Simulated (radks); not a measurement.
Results of a calculation; reference values are marked as such.
The table gives one normalised radial function P(r) = r R(r) (large component) of Lu4+ in [Xe] 4f13 (r in bohr). Level of theory: Dirac Kohn-Sham, BLYP, spin-unpolarised, spherical densities, point nucleus; open shells fill j = l - 1/2 first (a radial shooting solver on a logarithmic mesh with Libxc functionals).

r	P
0.0007065	0.0000
0.0008095	0.0000
0.0009349	0.0000
0.001071	0.0000
0.001227	0.0001
0.001417	0.0001
0.001624	0.0001
0.00186	0.0001
0.002148	0.0002
0.002461	0.0003
0.00282	0.0004
0.00323	0.0005
0.003731	0.0008
0.004274	0.0011
0.004897	0.0015
0.005656	0.0021
0.006479	0.0030
0.007423	0.0042
0.008573	0.0060
0.009822	0.0085
0.01125	0.0120
0.013	0.0171
0.01489	0.0239
0.01706	0.0333
0.0197	0.0471
0.02257	0.0648
0.02586	0.0885
0.02986	0.1219
0.03421	0.1631
0.0392	0.2154
0.04527	0.2846
0.05186	0.3635
0.05942	0.4549
0.06808	0.5557
0.07862	0.6660
0.09007	0.7630
0.1032	0.8387
0.1192	0.8761
0.1365	0.8506
0.1564	0.7480
0.1807	0.5424
0.207	0.2573
0.2371	-0.0998
0.2739	-0.5190
0.3138	-0.9041
0.3595	-1.2259
0.4151	-1.4471
0.4756	-1.5162
0.5449	-1.4509
0.6293	-1.2651
0.721	-1.0237
0.826	-0.7648
0.954	-0.5133
1.093	-0.3219
1.252	-0.1836
1.435	-0.0943
1.657	-0.0410
1.898	-0.0163
2.175	-0.0056
2.511	-0.0015
2.877	-0.0004
3.297	-0.0001
3.807	0.0000
4.362	0.0000

Which n and l does it have? It may be an empty orbital.

Answer. n = 4, l = 2: the number of nodes gives n - l - 1 = 1, the rise at small r points to l (for j = l - 1/2 the large component starts as r^gamma with gamma = sqrt(l^2 - (Z/c)^2) = 1.93 and the r^(l+1) term takes over further out; the orbital of l - 1 with the same j starts with the same power, but with a larger coefficient, and does not steepen), and the extent must fit the shell. The curve is that of 4d3/2; the two j differ most near the nucleus, where j = l - 1/2 has the larger amplitude, and in heavy atoms j = l - 1/2 is also the more compact. 4d3/2: eigenvalue -246.11 eV, 1 radial node at r = 0.229 bohr, <r> = 0.539 bohr, 90 % of the charge inside 0.810 bohr.
